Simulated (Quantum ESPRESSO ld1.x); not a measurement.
Values are calculated unless marked as measured or tabulated.
Problem. C V, configuration 1s1.75 2s0.25 (fractional occupations, a model configuration). Code: ld1.x of Quantum ESPRESSO 7.5. Model: non-relativistic Kohn-Sham, LDA (Slater exchange, Perdew-Wang correlation), spin-polarised, spherical densities, point nucleus; open shells are filled with parallel spins first. Some entries of the table are withheld. Estimate them.

| orbital | occ. | eigenvalue (Ry) | <1/r> (bohr^-1) | <r^2> (bohr^2) |
|---|---|---|---|---|
| 1s up | 1 | -27.2408 | (1) | 0.09501 |
| 1s down | 0.75 | -26.8718 | (2) | 0.09594 |
| 2s up | 0.25 | -5.50181 | 1.238 | 1.647 |
| 2s down | 0 | -5.28840 | 1.226 | 1.690 |

Solution. 
(1) 1s up <1/r> (bohr^-1): 5.719
(2) 1s down <1/r> (bohr^-1): 5.693
